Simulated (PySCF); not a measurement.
Geometry:
| atom | x (Å) | y (Å) | z (Å) |
| --- | --- | --- | --- |
| C1 | 4.997 | -0.257 | -0.058 |
| C2 | 3.818 | -0.473 | -0.008 |
| C3 | 2.439 | -0.750 | 0.071 |
| N4 | 1.945 | -1.993 | 0.337 |
| C5 | 0.656 | -1.804 | 0.330 |
| N6 | 0.345 | -0.516 | 0.074 |
| Si7 | -1.191 | 0.371 | -0.068 |
| C8 | -1.013 | 1.878 | 1.073 |
| C9 | -1.365 | 0.832 | -1.904 |
| C10 | -2.532 | -0.851 | 0.506 |
| N11 | 1.497 | 0.157 | -0.093 |
| H12 | 6.027 | -0.063 | -0.107 |
| H13 | -0.084 | -2.559 | 0.499 |
| H14 | -0.142 | 2.463 | 0.794 |
| H15 | -0.888 | 1.581 | 2.111 |
| H16 | -1.883 | 2.523 | 1.016 |
| H17 | -0.485 | 1.366 | -2.250 |
| H18 | -1.480 | -0.050 | -2.527 |
| H19 | -2.228 | 1.468 | -2.071 |
| H20 | -2.623 | -1.695 | -0.172 |
| H21 | -2.321 | -1.244 | 1.497 |
| H22 | -3.500 | -0.364 | 0.549 |

PySCF calculation with geometry: GFN2-xTB and NMR shieldings at PBE0/pcSseg-1/GIAO; no relativistic terms, one computed conformer, rapidly exchanging positions averaged, gas phase.

Scale: 13C and 1H and 29Si against TMS; 15N vs NH3 (reference shieldings calculated alike).

```json
{"atoms": "C8/C9/C10", "nucleus": "13C", "count": "3", "Hirshfeld charge": "-0.21", "δ (ppm)": "?"}
{"atoms": "C2", "nucleus": "13C", "count": "1", "Hirshfeld charge": "-0.05", "δ (ppm)": "81.2"}
{"atoms": "N6", "nucleus": "15N", "count": "1", "Hirshfeld charge": "-0.06", "δ (ppm)": "?"}
{"atoms": "C3", "nucleus": "13C", "count": "1", "Hirshfeld charge": "0.08", "δ (ppm)": "155.5"}
{"atoms": "H12", "nucleus": "1H", "count": "1", "Hirshfeld charge": "0.10", "δ (ppm)": "2.62"}
{"atoms": "C5", "nucleus": "13C", "count": "1", "Hirshfeld charge": "0.05", "δ (ppm)": "?"}
{"atoms": "H14/H15/H16/H17/H18/H19/H20/H21/H22", "nucleus": "1H", "count": "9", "Hirshfeld charge": "0.05", "δ (ppm)": "?"}
{"atoms": "H13", "nucleus": "1H", "count": "1", "Hirshfeld charge": "0.07", "δ (ppm)": "7.87"}
{"atoms": "C1", "nucleus": "13C", "count": "1", "Hirshfeld charge": "-0.09", "δ (ppm)": "86.8"}
{"atoms": "N11", "nucleus": "15N", "count": "1", "Hirshfeld charge": "-0.13", "δ (ppm)": "352.5"}
{"atoms": "N4", "nucleus": "15N", "count": "1", "Hirshfeld charge": "-0.21", "δ (ppm)": "306.1"}
{"atoms": "Si7", "nucleus": "29Si", "count": "1", "Hirshfeld charge": "0.46", "δ (ppm)": "13.3"}
```

Estimate the values marked ?.

Answers


- C5: 151.8 ppm, aromatic CH between two ring heteroatoms
- C8/C9/C10: 0.0 ppm, methyl carbon bonded to Si; an electropositive neighbour leaves it electron-rich and shielded
- H14/H15/H16/H17/H18/H19/H20/H21/H22: 0.48 ppm, hydrogen on a methyl carbon bonded to Si; an electropositive neighbour shields it, as in TMS itself
- N6: 251.3 ppm, pyrrole-type ring nitrogen

Shifts are as computed. Against solution values, carbons near 30 ppm lie about +3 ppm off and those near 130 ppm about +5 ppm. Of 1211 compounds with measured shifts, 218 miss one by over three times the rms of a fit or turn the order of signals round; such compounds aren't used in these exercises. Experimental scales use liquid or dissolved standards, which lie at an offset from isolated NH3 (liquid NH3: subtract about 20 ppm). Unscaled 15N shifts of sp2 nitrogen come out 20 to 40 ppm too high even then.
